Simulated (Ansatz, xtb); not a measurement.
**C6H5Cl2F: which of two isomers lies lower**

Structure I is `F[C@]1(Cl)C=CC(Cl)=CC1`, a singlet and structure II is `F[C@H](Cl)C1=C(Cl)CC=C1`, a singlet. Both are isolated molecules in the gas phase, relaxed with B3LYP-D3(BJ)/def2-SVP; the shapes shown needn't be the lowest conformers.

I (Å):

```
atom    x (Å)    y (Å)    z (Å)
   C  -1.1603   1.5610   0.2348
   C  -0.1878   0.5193   0.6872
   C   0.1817   0.4482   1.9780
   C  -0.4023   1.3539   2.9682
   C  -1.4714   2.1162   2.6807
   C  -2.1185   2.0053   1.3293
  Cl  -0.1874   3.0100  -0.3498
  Cl   0.3498   1.3833   4.5436
   F  -1.8746   1.1133  -0.8397
   H   0.2483  -0.1155  -0.0868
   H   0.9327  -0.2693   2.3128
   H  -1.9192   2.7630   3.4364
   H  -2.9103   1.2305   1.3721
   H  -2.6046   2.9433   1.0274
```

II (Å):

```yaml
atoms:
  - { symbol: C, position_ang: [-1.5460, 1.7079, 0.6771] }
  - { symbol: C, position_ang: [-0.7621, 0.4600, 0.8554] }
  - { symbol: C, position_ang: [0.3206, 0.2819, 1.6511] }
  - { symbol: C, position_ang: [0.8244, -1.1285, 1.5371] }
  - { symbol: C, position_ang: [-0.1379, -1.7398, 0.5534] }
  - { symbol: C, position_ang: [-1.0417, -0.8124, 0.1707] }
  - { symbol: Cl, position_ang: [-1.3088, 2.3597, -0.9995] }
  - { symbol: Cl, position_ang: [1.0752, 1.4577, 2.6660] }
  - { symbol: F, position_ang: [-2.8771, 1.4701, 0.8535] }
  - { symbol: H, position_ang: [-1.2248, 2.5016, 1.3641] }
  - { symbol: H, position_ang: [1.8703, -1.1532, 1.1803] }
  - { symbol: H, position_ang: [0.8182, -1.6392, 2.5173] }
  - { symbol: H, position_ang: [-0.0867, -2.7763, 0.2207] }
  - { symbol: H, position_ang: [-1.8632, -0.9454, -0.5333] }
```

Quicker runs give these differences E(II) − E(I): GFN2-xTB +2.1 kcal/mol; HF/STO-3G +5.2 kcal/mol (at GFN2-xTB geometries); r2SCAN-D4/def2-SVP +4.9 kcal/mol (at GFN2-xTB geometries).

Question: Estimate E(II) − E(I) at the level CCSD(T)/def2-SVP + ΔMP2/def2-TZVPP.

Answer: Calculated at CCSD(T)/def2-SVP + ΔMP2/def2-TZVPP: E(II) − E(I) = +4.1 kcal/mol, so structure I lies lower.

How the difference moves with the method:

```csv
level,geometry,E(II) − E(I) (kcal/mol),departure from the last row (kcal/mol),"job, with rough time for the two"
GFN2-xTB,GFN2-xTB,+2.1,−2.0,"optimisation, 0.21 s"
HF/STO-3G,GFN2-xTB,+5.2,+1.1,"single point, 0.6 s"
r2SCAN-D4/def2-SVP,GFN2-xTB,+4.9,+0.8,"single point, 5.8 s"
B3LYP-D3(BJ)/def2-SVP,B3LYP-D3(BJ)/def2-SVP,+5.3,+1.2,"optimisation, 64 s"
HF/def2-SVP,B3LYP-D3(BJ)/def2-SVP,+4.0,−0.1,part of the CCSD(T) run
MP2/def2-SVP,B3LYP-D3(BJ)/def2-SVP,+3.5,−0.6,part of the CCSD(T) run
CCSD(T)/def2-SVP,B3LYP-D3(BJ)/def2-SVP,+4.7,+0.7,single point
CCSD(T)/def2-SVP + ΔMP2/def2-TZVPP,B3LYP-D3(BJ)/def2-SVP,+4.1,,"single point, 2.8 min"
```

As drawn, both hold the same kinds of bond in the same numbers. Structure I has a 6-membered ring, II a 5-membered ring.

The levels shown agree on the order. The largest departure from CCSD(T)/def2-SVP + ΔMP2/def2-TZVPP is that of GFN2-xTB, 2.0 kcal/mol. The last row adds to CCSD(T) the change of the MP2 difference between the two basis sets, here −0.7 kcal/mol.

With thermal terms from frequencies at re-optimised GFN2-xTB minima (ideal gas, soft modes damped towards free rotors, one conformer each, 298.15 K, 1 atm): the zero-point term adds −0.2 kcal/mol; ΔH is +4.1 and ΔG +3.3 kcal/mol.

The correlated steps freeze 17 core orbitals. Codes used: Ansatz 0.2.0, xtb 6.7.1; the last row on 4 threads of Arm Neoverse V1 on a shared host.
